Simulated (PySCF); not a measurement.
**Removing an electron from (NaI)2 ring**

(NaI)2 ring, Na₂I₂.
Cartesian coordinates in Å at the PBE0-D3(BJ)/def2-SVP level; atoms count from 1:
```
atom  x, y, z in Å
Na1   -0.1471   -1.5803    0.7146
I2    -1.8053    0.7443    1.2734
Na3    0.1480    1.5787   -0.7144
I4     1.8044   -0.7427   -1.2737
```

Level: PBE0/def2-SVPD (PySCF). Frontier orbitals with their largest atomic shares (Löwdin; up to four atoms above 4 %):

| orbital | ε (eV) | main atoms |
| --- | --- | --- |
| HOMO−3 | -7.01 | I2 46 %, I4 44 %, Na1 5 %, Na3 5 % |
| HOMO−2 | -6.78 | I2 46 %, I4 45 %, Na3 5 %, Na1 5 % |
| HOMO−1 | -6.76 | I4 47 %, I2 45 %, Na3 4 %, Na1 4 % |
| HOMO | -6.61 | ? |
| LUMO | -1.19 | Na1 42 %, Na3 42 %, I4 8 %, I2 8 % |
| LUMO+1 | -0.75 | Na3 39 %, Na1 39 %, I4 11 %, I2 11 % |
| LUMO+2 | 0.19 | Na1 40 %, Na3 40 %, I4 10 %, I2 10 % |

**Question.** What vertical ionisation energy does ΔSCF give, and how far is −ε(HOMO) from it?

**Answer.** ΔSCF: 8.37 eV (807 kJ/mol; threshold wavelength 148 nm); ⟨S²⟩ of the doublet left behind is 0.754, against 0.75 for a pure doublet. −ε(HOMO) is 6.61 eV, 1.76 eV below it. In exact Kohn–Sham theory the two would be equal; PBE0 (global hybrid, 25 % exact exchange) falls short of its own ΔSCF value by 21 %.

**Question.** On which atoms does the HOMO lie?

**Answer.** I2 (iodine bonded to 2 Na) 49 %, I4 (iodine bonded to 2 Na) 47 %. The HOMO−1 lies 0.15 eV lower.

**Question.** Shift the occupied levels rigidly so that −ε(HOMO) equals the ΔSCF value. What binding energies result?

**Answer.** The shift is +1.76 eV: HOMO 8.37, HOMO−1 8.52, HOMO−2 8.54, HOMO−3 8.77 eV. A rigid shift is only a rough guide to the deeper ionisations.

**Question.** What kinetic energy would electrons from this vertical process carry with He II light (40.814 eV)?

**Answer.** 40.81 − 8.37 = 32.44 eV.

**Question.** How many of the 10 lowest singlet excitations (vertical TDDFT, same level) lie below the ionisation energy?

**Answer.** All 10; they run from 4.47 to 5.46 eV.

Geometry: PBE0-D3(BJ)/def2-SVP; no solvent, vibrations or thermal averaging. Atoms past krypton carry effective core potentials; spin–orbit coupling is left out.

The run behind these numbers computed excited states and ΔSCF ions as well. The run took 35 s wall (with the writing of density and orbital grids) on x86-64 server, one thread, shared host.
